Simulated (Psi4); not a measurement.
**A ladder of methods for InHSeCl2 (SMILES [Cl][In]([Cl])[SeH])**

InHSeCl2: 5 atoms, total charge 0, spin state singlet. As SMILES, `[Cl][In]([Cl])[SeH]`. Geometry: optimised at PBE0/def2-TZVP.

| atom | x (Å) | y (Å) | z (Å) |
| --- | --- | --- | --- |
| Cl | -0.7136 | -1.0036 | 2.0631 |
| In | 0.3257 | -0.4929 | 0.0647 |
| Cl | 1.9387 | -1.9842 | -0.6373 |
| Se | -0.2455 | 1.5191 | -1.2535 |
| H | -1.2478 | 1.9036 | -0.2488 |

Quantity: the dipole moment, in D. The values are calculated.

| level | kind | program | value (D) | CPU time |
| --- | --- | --- | --- | --- |
| PBE-D4/def2-TZVPP (density fitting, core potential) | GGA | Psi4 | 2.08 | 28 s |
| r2SCAN-D4/def2-TZVPP (density fitting, core potential) | meta-GGA | Psi4 | 2.11 | 47 s |
| B3LYP-D4/def2-TZVPP (density fitting, core potential) | global hybrid | Psi4 | 2.12 | 24 s |
| PBE0-D4/def2-TZVPP (density fitting, core potential) | global hybrid | Psi4 | 2.10 | 22 s |
| wB97M-V/def2-TZVPP (density fitting, core potential) | range-separated hybrid | Psi4 | 2.02 | 48 s |

The values span 2.02 to 2.12 D. Magnitudes only. CPU times are rough (shared hosts, several kinds of processor): they show what a rung costs within a factor of a few.
